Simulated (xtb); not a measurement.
CAuClO, charge -1, doublet, geometry from GFN2-xTB (such geometries of metal compounds can be far from the true shape) (the multiplicity is a formal guess). Base run: GFN2-xTB (xtb).

Geometry (Å):
```xyz
4

Au     0.0019    -0.0171     0.0175
Cl    -0.2068     1.6814    -1.5189
O      0.2900    -2.3373     2.0884
C      0.1745    -1.4225     1.2889
```
Charge -1, spin multiplicity 2.
All else is at xtb's defaults.
Base energy -14.80145 Eh.

The base run was repeated with changes; each row names its change, and settings that it needs were set with it.

```tsv
change	ΔE vs base (mEh)	SCF cycles
base	0.000	12
etemp = 5000	-21.301	12
acc = 0.1	0.000	12
```
